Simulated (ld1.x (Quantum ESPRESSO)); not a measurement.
## Logarithmic derivatives: Nd (Z = 60), TM

Nd, norm-conserving Troullier–Martins (Kleinman–Bylander form), made with ld1.x (Quantum ESPRESSO) 7.5 (PBE, scalar-relativistic). Core [Xe] 4f3, reference 5d1 6s1 6p0 (charge +1). Waves: 6s (bound): rc 3.45 bohr; 6p (bound, empty): rc 3.70 bohr; 5d (bound): rc 3.40 bohr. Local part: all-electron potential smoothed inside 3.55 bohr (lloc = -1). Core correction: Bessel-smoothed model core, default radius (core density twice the valence density).

The phase is arctan(r·u′/u) with u = r·R(r), unwrapped; energies in Ry, scanned from -3 to 5 Ry. A pole is an energy at which the radial function vanishes at the test radius. The pseudo phase is shifted by a multiple of π to meet the all-electron one at the reference energy, and phase errors are pseudo minus all-electron; the curves can meet again beyond the range given. Levels narrower than the energy grid can be missing from the lists of poles.

| channel | radius (bohr) | reference energy (Ry) | poles, all-electron | poles, pseudo | unbroken range about the reference energy with phases within 0.05 rad | phase error 1 Ry above the reference energy (rad) |
| --- | --- | --- | --- | --- | --- | --- |
| s | 4.00 | -0.64 | 0.16, 4.10 | -0.20, 0.31, 3.64 | below -0.3 | -3.108 |
| p | 4.00 | -0.41 | -2.24, 0.89 | 0.31, 1.67 | -2.1 to -0.2 | -1.280 |
| d | 4.00 | -0.63 | -0.44, 2.27 | -0.44, 2.50 | below 0.4 | +0.042 |

Note: ghost state, extra bound levels that the all-electron valence spectrum of the same l lacks: s at -3.0 eV. A true bound ghost makes a file unfit for plane-wave use.

Phases in the p channel:

| E (Ry) | all-electron | pseudo |
| --- | --- | --- |
| -3.00 | 1.399 | -1.737 |
| -2.52 | 1.363 | -1.758 |
| -2.04 | -1.756 | -1.788 |
| -1.56 | -1.823 | -1.838 |
| -1.08 | -1.927 | -1.940 |
| -0.60 | -2.280 | -2.287 |
| -0.12 | -4.021 | -4.076 |
| 0.36 | -4.564 | -4.769 |
| 0.84 | -4.703 | -7.568 |
| 1.32 | -4.787 | -7.792 |
| 1.80 | -4.878 | -7.872 |
| 2.28 | -5.076 | -7.939 |
| 2.76 | -6.357 | -8.037 |
| 3.24 | -7.537 | -8.383 |
| 3.72 | -7.716 | -10.486 |
| 4.20 | -7.787 | -10.842 |
| 4.68 | -7.829 | -10.932 |
